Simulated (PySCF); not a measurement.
Geometry:
```json
{"atom": "C1", "x (Å)": "-2.238", "y (Å)": "-0.376", "z (Å)": "0.535"}
{"atom": "O2", "x (Å)": "-0.845", "y (Å)": "-0.287", "z (Å)": "0.382"}
{"atom": "C3", "x (Å)": "-0.372", "y (Å)": "0.677", "z (Å)": "-0.426"}
{"atom": "C4", "x (Å)": "0.939", "y (Å)": "0.783", "z (Å)": "-0.681"}
{"atom": "Si5", "x (Å)": "2.152", "y (Å)": "-0.415", "z (Å)": "0.049"}
{"atom": "Cl6", "x (Å)": "4.056", "y (Å)": "0.158", "z (Å)": "-0.560"}
{"atom": "H7", "x (Å)": "-2.432", "y (Å)": "-1.169", "z (Å)": "1.267"}
{"atom": "H8", "x (Å)": "-2.665", "y (Å)": "0.569", "z (Å)": "0.913"}
{"atom": "H9", "x (Å)": "-2.733", "y (Å)": "-0.641", "z (Å)": "-0.416"}
{"atom": "H10", "x (Å)": "-1.126", "y (Å)": "1.357", "z (Å)": "-0.846"}
{"atom": "H11", "x (Å)": "1.268", "y (Å)": "1.591", "z (Å)": "-1.339"}
{"atom": "H12", "x (Å)": "1.930", "y (Å)": "-1.809", "z (Å)": "-0.431"}
{"atom": "H13", "x (Å)": "2.142", "y (Å)": "-0.410", "z (Å)": "1.539"}
```

Geometry: PBE0-D3(BJ)/def2-SVP; GIAO shifts from PySCF, gas phase, non-relativistic, averaged over equivalent atoms.

At PBE0/IGLO-III (298 basis functions, 40 s wall time on 1 thread of an Arm Neoverse V2, shared host):
```json
{"atoms": "C3", "δ (ppm)": "168.8"}
{"atoms": "C4", "δ (ppm)": "101.2"}
{"atoms": "C1", "δ (ppm)": "59.3"}
{"atoms": "O2", "δ (ppm)": "113.2"}
{"atoms": "Si5", "δ (ppm)": "-26.3"}
{"atoms": "Cl6", "δ (ppm)": "-54.0"}
{"atoms": "H10", "δ (ppm)": "6.73"}
{"atoms": "H12/H13", "δ (ppm)": "5.57"}
{"atoms": "H11", "δ (ppm)": "4.60"}
{"atoms": "H7/H8/H9", "δ (ppm)": "3.60"}
```

δ = σ(ref) − σ, references computed at the same level: TMS for ¹³C (183.78 ppm), ²⁹Si (345.34 ppm), ¹H (31.37 ppm); ¹⁷O (327.19 ppm) vs H2O; HCl for ³⁵Cl (944.80 ppm).

Q: Predict the values at PBE0/pcSseg-2 on the same geometry.

A: 
```csv
atoms,δ at PBE0/pcSseg-2,change
C3,170.5,+1.7
C4,101.3,+0.1
C1,60.1,+0.8
O2,114.9,+1.7
Si5,-22.8,+3.5
Cl6,-57.2,-3.2
H10,6.75,+0.02
H12/H13,5.43,-0.14
H11,4.54,-0.06
H7/H8/H9,3.59,-0.01
```

Shifts are taken against calculated references (same method and geometry level): TMS for ¹³C (184.13 ppm) and ²⁹Si (341.29 ppm) and ¹H (31.25 ppm); ¹⁷O (328.15 ppm) vs H2O; HCl for ³⁵Cl (940.85 ppm).

The largest change is at Si5 (silicon bonded to C, Cl, 2 H). Cost: 328 basis functions, 54 s wall time on 1 thread of an Arm Neoverse V2, shared host. The order of the carbon signals is the same at both levels.

Experimental scales use liquid or dissolved standards, which lie at an offset from isolated H2O (liquid H2O: subtract about 36 ppm).
